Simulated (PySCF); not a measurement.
These 3 structures share the formula CH7FSi2. Method used: PBE0-D3(BJ)/def2-SVP geometry optimisation, gas phase (PySCF). One conformer each; no zero-point energy, no entropy. No frequencies were run at this level. Point groups hold within 0.08 Å.

**Question.** Order them by energy at this level, lowest first, and give relative energies in kJ/mol.
A. `[F:1][SiH2:2][CH2:3][SiH3:4]` with F1–Si2–C3–Si4 -57°
B. `[SiH3]C([SiH3])F`
C. `[F:1][CH2:2][SiH2:3][SiH3:4]` with F1–C2–Si3–Si4 48°

**Answer.** A (0.0), C (213.9), B (238.5).

As drawn, the lowest has an Si–F bond, which the highest lacks.

| SMILES | E (Eh) | E rel (kJ/mol) | dipole (D) | point group | A, B, C (MHz) |
| --- | --- | --- | --- | --- | --- |
| F[SiH2]C[SiH3] | -720.52359 | 0.0 | 1.91 | C1 | 8237, 2222, 1926 |
| FC[SiH2][SiH3] | -720.44212 | 213.9 | 1.50 | C1 | 6091, 2452, 1904 |
| FC([SiH3])[SiH3] | -720.43275 | 238.5 | 1.36 | Cs | 5792, 2777, 2046 |
